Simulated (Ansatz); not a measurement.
System: CH$_{5}$AlO, charge 0, multiplicity 1. SMILES: C[O][AlH2]
Structure (B3LYP-D3(BJ)/def2-TZVP (Ansatz, an electronic-structure program) minimum search):
```
O
C 1 1.4073
H 2 1.0935 1 109.88
H 2 1.0935 3 108.06 1 -119.88
H 2 1.0962 3 108.27 4 -117.05
Al 1 1.6892 2 134.97 3 120.61
H 6 1.5710 1 116.27 2 180.00
H 6 1.5795 7 124.86 1 -180.00
```

Quantity: atomisation energy (electronic, to ground-state atoms); the coupled-cluster value holds the core correlation from cc-pwCVTZ, in eV. Cores are frozen in the correlated levels unless marked. UHF or UKS for open shells. No spin-orbit coupling. No relativistic terms. Basis-set limits of correlation are two-point, X^-3; Hartree-Fock from the larger set (for Q and 5 zeta extrapolated as (X+1)exp(-9√X)).

Level to compare with: CCSD(T)/CBS(cc-pV(Q+d)Z,cc-pV(5+d)Z) plus the core term (Ansatz), 28.08 eV. It is a level with limits of its own, and the differences hold the functionals' basis error too.

Question: Rank these functionals by how close they come to CCSD(T)/CBS(cc-pV(Q+d)Z,cc-pV(5+d)Z), closest first: r2SCAN0/def2-TZVPD (Ansatz); LC-wPBE/def2-TZVPD (Ansatz); BLYP/def2-TZVPD (Ansatz); CAM-B3LYP/def2-TZVPD (Ansatz).

Answer: CAM-B3LYP/def2-TZVPD (range-separated hybrid, 28.07 eV, difference -0.01), LC-wPBE/def2-TZVPD (range-separated hybrid, 27.82 eV, difference -0.26), BLYP/def2-TZVPD (GGA, 27.64 eV, difference -0.44), r2SCAN0/def2-TZVPD (hybrid meta-GGA, 27.55 eV, difference -0.53)
